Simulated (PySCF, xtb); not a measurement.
Si(Cl)(F)2(NHMe) (CH4ClF2NSi), SMILES CN[Si](F)(F)Cl.

GFN2-xTB (xtb 6.7.1) at its own geometry gives an orbital gap of 6.80 eV and a dipole moment of 3.13 D.

Geometry: ωB97X-D3(BJ)/def2-SVP. The structure was generated by enumeration, and PubChem lists no compound with its InChIKey, so it may never have been made. Other conformers were not sampled.

**Question.** What does PBE0/def2-TZVP (PySCF) give? (Estimate from the structure and the level; the computed values follow.)

**Answer.** gap 8.30 eV (levels -7.79 and 0.52 eV), dipole 2.98 D.
